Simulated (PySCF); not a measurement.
# Ru²⁺: ionisation energy

Ru²⁺ [Kr] 4d6 (5D) → Ru³⁺ [Kr] 4d5 (6S), as a difference of total energies. Calculation: PySCF 2.14, in aug-cc-pVDZ-PP with ECP28MDF; a scalar-relativistic core potential. Correlated levels: valence: 4s2 4p6 frozen. The calculations carry no spin-orbit coupling.

**Question.** Order these methods by the ionisation energy they give, lowest first.
A. UHF
B. MP2 (valence)
C. PW91
D. BHandHLYP

**Answer.** A (26.435 eV), B (27.406 eV), D (28.162 eV), C (28.625 eV).

The reference lies between the lowest fine-structure levels, while these numbers refer to the centres of the terms.

Errors of the correlated levels include the incompleteness of this basis and the frozen core.

For comparison: 28.47 eV (semi-empirical (NIST evaluation); NIST Atomic Spectra Database, ionization energies).
